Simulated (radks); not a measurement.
Tb+, configuration [Kr] 4d10 4f9 5s1.75 5p6 6s1 7s0.25 (fractional occupations, a model configuration). Method: Dirac Kohn-Sham, Wu-Cohen GGA, spin-unpolarised, spherical densities, point nucleus; open shells fill j = l - 1/2 first; computed with a radial shooting solver on a logarithmic mesh with Libxc functionals.

X-ray form factor f0, the Fourier transform of the density (f0(0) = 64):

sin(theta)/lambda (1/angstrom)  f0 (electrons)
0.05                                    62.857
0.1                                     60.415
0.15                                    57.292
0.2                                     53.873
0.25                                    50.429
0.3                                     47.110
0.4                                     41.187
0.5                                     36.300
0.6                                     32.237
0.8                                     25.854
1                                       21.360
1.25                                    17.778
1.5                                     15.461
2                                       11.879
